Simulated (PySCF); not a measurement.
Estimate the missing entries of this data sheet.

Species: cyclo-(F2SiO)2.
Bonds: Si1–F2, Si1–F3, Si1–O4, Si1–O8, O4–Si5, Si5–F6, Si5–F7, Si5–O8.

```json
{"property": "point group", "level": "PBE0-D3(BJ)/def2-SVP", "value": "D2h"}
{"property": "rotational constants A, B, C", "level": "PBE0-D3(BJ)/def2-SVP", "value": "2.989, 1.086, 0.929 GHz"}
{"property": "dipole moment", "level": "CAM-B3LYP/def2-SVPD", "value": "?"}
{"property": "HOMO energy", "level": "CAM-B3LYP/def2-SVPD", "value": "?"}
{"property": "LUMO energy", "level": "CAM-B3LYP/def2-SVPD", "value": "-0.32 eV"}
{"property": "lowest singlet excitation", "level": "TDDFT CAM-B3LYP/def2-SVPD", "value": "?"}
{"property": "strongest line among the 10 lowest singlet transitions", "level": "TDDFT CAM-B3LYP/def2-SVPD", "value": "?"}
{"property": "lowest triplet excitation (Tamm–Dancoff)", "level": "TDA CAM-B3LYP/def2-SVPD", "value": "8.06 eV"}
{"property": "static isotropic polarisability", "level": "CAM-B3LYP/def2-SVPD", "value": "43.4 au"}
{"property": "electronic spatial extent ⟨r²⟩ about the centre of nuclear charge", "level": "CAM-B3LYP/def2-SVPD", "value": "1137 bohr²"}
{"property": "isotropic shieldings of nuclei other than C and H, by class", "level": "GIAO B3LYP/pcSseg-1", "value": "?"}
{"property": "core binding energies", "level": "ΔSCF SCAN, pcX-2 on the ionised atom, pcseg-1 elsewhere, spin-free X2C, 2p3/2 from a spin–orbit splitting computed afterwards within the 2p shell", "value": "?"}
```

Gas-phase values; electronic properties from PySCF, density fitting. One conformer (not necessarily the lowest) at the PBE0-D3(BJ)/def2-SVP geometry, without solvent, vibrations or thermal averaging.

(1) The core binding energies?

(2) The isotropic shieldings of nuclei other than C and H, by class?

(3) Give the dipole moment.

(4) What is the strongest line among the 10 lowest singlet transitions?

(5) What is the HOMO energy?

(6) The lowest singlet excitation?

## Answers

(1) Si2p3/2 111.3 (Si1/Si5), O1s 539.8 (O4/O8), F1s 694.3 (F2/F3/F6/F7), Si1s 1851.7 (Si1/Si5) eV.

(2) 202 (O4/O8), 332 (F2/F3/F6/F7), 425 (Si1/Si5) ppm.

(3) 0.00 D.

(4) S3 at 9.49 eV (131 nm, f = 0.047).

(5) -12.33 eV.

(6) 8.39 eV (148 nm, f = 0.000).

The principal polarisabilities are 38.9, 41.3 and 50.0 au; their mean is the isotropic value. The largest Löwdin shares of the LUMO are 0.29 on Si5, 0.29 on Si1, 0.08 on O4 and 0.08 on O8. With B = h/(8π²I), that is 505.379 GHz u Å² over I, the principal moments of inertia are 169.1, 465.5 and 544.3 u Å² (most abundant isotopes). The largest Löwdin shares of the HOMO are 0.43 on O8 and 0.43 on O4. The 10 singlets span 8.39 to 11.01 eV, and their oscillator strengths add up to 0.11.
